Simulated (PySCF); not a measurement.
## Working out the ionisation energy of Xe(2+)

Xe(2+) [Kr] 4d10 5s2 5p4 (3P) → Xe(3+) [Kr] 4d10 5s2 5p3 (4S). All numbers are calculated (PySCF 2.14, the spin-free X2C one-electron Hamiltonian (Gaussian nucleus), in aug-cc-pwCVTZ-DK3). Frozen: [Kr] 4d10. Energies in hartree (1 hartree = 27.21139 eV):

```
            part  Xe(2+) (lower)  Xe(3+) (upper)
             UHF    -7442.044005    -7440.964564
CCSD correlation       -0.113477       -0.083635
             (T)       -0.002986       -0.002091
```

What does Hartree-Fock give?

(-7440.964564) − (-7442.044005) = 1.079441 hartree = 29.373 eV.

What do CCSD and CCSD(T) give?

The CCSD correlation energies differ by 0.029842 hartree = 0.812 eV and the triples by 0.000895 hartree = 0.024 eV, so CCSD gives 30.185 eV and CCSD(T) 30.209 eV.

A first-order spin-orbit estimate adds 0.453 eV to CCSD(T) (valence), giving 30.662 eV against 31.05 ± 0.04 eV (semi-empirical (NIST evaluation); NIST Atomic Spectra Database, ionization energies).

What remains against the reference includes basis incompleteness, the frozen core and higher excitations.
